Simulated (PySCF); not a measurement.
BH₂, SMILES [BH2], multiplicity 2. Atoms are numbered in the order given.

```xyz
3

B      0.0000     0.0000     0.1453
H      0.0000    -1.0783    -0.3633
H      0.0000     1.0783    -0.3633
```
Charge 0, spin multiplicity 2.

Coordinates come from a ωB97X-D3(BJ)/def2-TZVPD optimisation. The isomer is the one that the SMILES or the coordinates give; other isomers of the formula were not compared.

All values below come from PBE/pcH-1 (PySCF).

Unrestricted Kohn–Sham, ⟨S²⟩ = 0.751. Hyperfine tensors hold the contact and dipolar terms, without spin-orbit corrections.

Q: Estimate the hyperfine couplings. (An estimate is asked for; the answer gives what the named calculation found.)

A: 
```
nucleus    A(iso) (MHz)  A(iso) (G)  dipolar principal values (MHz)
---------  ------------  ----------  ------------------------------
11B no. 1         347.2       123.9              -45.6, -44.0, 89.6
1H no. 2           29.5        10.5               -19.6, -1.0, 20.6
1H no. 3           29.5        10.5               -19.6, -1.0, 20.6
```

Q: And the g tensor (effective nuclear charges for spin-orbit coupling, GIAO)? (An estimate is asked for; the answer gives what the named calculation found.)

A: principal values 2.0004, 2.0022, 2.0025; isotropic 2.0017.
